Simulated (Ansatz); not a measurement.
Consider the cleavage of the Al–B bond: `N[BH][Al]([Cl])[Cl]` + `O[SiH3]` → `[SiH3][O][Al]([Cl])[Cl]` + `BN`.

Calculated with Ansatz (gas phase, PBE0-D4/def2-TZVP geometries, no zero-point term in ΔE). CCSD(T)/CBS adds triple-zeta CCSD(T) − MP2 to the extrapolated MP2 energy (def2 sets, frozen cores). This one scheme is used for every species. DFT in def2-TZVPP. Each species was taken in one conformer, which may not be the lowest.

```json
{"level": "LDA (SPW92)", "ΔE (kJ/mol)": "-145.0"}
{"level": "r2SCAN-D4", "ΔE (kJ/mol)": "-169.4"}
{"level": "B97M-V", "ΔE (kJ/mol)": "-172.7"}
{"level": "BHLYP-D4", "ΔE (kJ/mol)": "-183.9"}
{"level": "PBE-QIDH", "ΔE (kJ/mol)": "-168.7"}
{"level": "BHLYP", "ΔE (kJ/mol)": "-182.7"}
{"level": "RPA@PBE/def2-TZVPP", "ΔE (kJ/mol)": "-166.6"}
{"level": "CCSD/def2-TZVPP", "ΔE (kJ/mol)": "-175.3"}
```

What does CCSD(T)/CBS give? (Best estimate.)

Computed: -170.6 kJ/mol. The listed levels differ from it by 25.6, 1.2, -2.1, -13.3, 1.9, -12.1, 4.0, -4.7 kJ/mol.

Largest T1 diagnostic among the species: 0.012.

Leaving LDA and LC-ωPBE aside and taking each functional with its dispersion term where it has one, the values, not all of them listed here, spread over 38.8 kJ/mol, from BHLYP-D4 to PBE-D4. In def2-TZVPP, CCSD(T) changes the Hartree–Fock value by +25.3 kJ/mol (the triples alone add +4.3 kJ/mol) and MP2 by +17.9 kJ/mol.
